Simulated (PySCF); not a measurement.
Basis-set dependence of ICl at MP2

PySCF, RHF reference; singlet, unpaired electrons none; De to I + Cl without counterpoise correction. Frozen cores follow the default of each basis and core potential.

| basis | relativity | functions | Re (Å) | ωe (cm⁻¹) | De (eV) | frozen orbitals |
| --- | --- | --- | --- | --- | --- | --- |
| def2-SVP | scalar-relativistic core potentials | 44 | 2.367 | 385 | 1.79 | 9 |
| cc-pVDZ-PP/cc-pV(D+d)Z | scalar-relativistic core potentials | 46 | 2.364 | 380 | 1.81 | 9 |
| x2c-SVPall | spin-free X2C | 54 | 2.375 | 381 | 1.82 | 23 |
| def2-TZVPP | scalar-relativistic core potentials | 92 | 2.307 | 407 | 2.36 | 9 |

(1) How does each smaller set differ from the one with most functions, def2-TZVPP?

Correlated steps freeze the inner cores (9 to 23 orbitals); shallow outer-core shells are correlated. Correlated levels converge slowly with the basis: in double zeta they bind strong bonds too weakly, by up to about 1 eV, and carry superposition errors of some tenths. Spin–orbit coupling is left out, which matters for elements this heavy, above all for dissociation energies. Where the molecule has an RHF reference, its open-shell atoms are computed with UHF.

Results:

(1) def2-SVP: +6.0 pm, -5.4 % in ωe, -0.57 eV in De; cc-pVDZ-PP/cc-pV(D+d)Z: +5.7 pm, -6.6 % in ωe, -0.55 eV in De; x2c-SVPall: +6.8 pm, -6.4 % in ωe, -0.54 eV in De. All at MP2; the set with most functions is neither the basis-set limit nor always the best. The rows treat relativity differently, so the differences are not basis effects alone.
